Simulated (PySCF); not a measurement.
Vertical excitations of a molecule CH7Cl2NSi2 from TDA-ωB97X/def2-SVPD in PySCF 2.14.0, as energy in eV (oscillator strength): 7.09 (0.009), 7.81 (0.011), 8.24 (0.008), 8.42 (0.054), 8.55 (0.011), 8.67 (0.036), 8.68 (0.050), 8.75 (0.092), 8.86 (0.019), 8.92 (0.061). Lowest triplet (TDA): 6.76 eV. The structure is a stationary point at PBE0-D3(BJ)/def2-SVP. The values are those of a single conformer.

Q: Identify the compound among the candidates.
A. CN([SiH2]Cl)[SiH2]Cl
B. C[Si@@H](Cl)[Si@@H](N)Cl
C. CN[Si@H](Cl)[SiH2]Cl
D. C[Si](Cl)(Cl)N[SiH3]

A: D, C[Si](Cl)(Cl)N[SiH3]
